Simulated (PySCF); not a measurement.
Gas-phase reaction: 2 GaH + 5 N2H2 → 2 GaH3.NH3 + 4 N2

Energies from PySCF, thermal terms from the rigid-rotor harmonic-oscillator model, ideal gas at 1 bar. † marks an energy on the PBE0/def2-TZVP geometry and frequencies; other levels use their own. MP2 freezes the core. 6-31G* has spherical d functions here. All species are closed-shell singlets. Ga: all electrons, no relativistic terms. Adducts (GaH3.NH3) have no counterpoise correction, and HF, PBE, BLYP, B3LYP and PBE0 lack dispersion. GaH, GaH3.NH3: computed as isolated molecules; such fragments, hydroxides, amides, oligomers or adducts are transient or little studied in the gas. MP2 isn't extrapolated to the basis-set limit.

```csv
level,"ΔH°(298 K), kJ"
HF/6-31G*,[?]
MP2/def2-TZVPP†,-1561
PBE/def2-TZVP†,[?]
PBE0/def2-QZVP†,-1323
LDA/def2-TZVP†,-1289
```

Question: What belongs in the gaps?

Answer: 
- HF/6-31G*, ΔH°(298 K), kJ: -1519
- PBE/def2-TZVP†, ΔH°(298 K), kJ: -1275
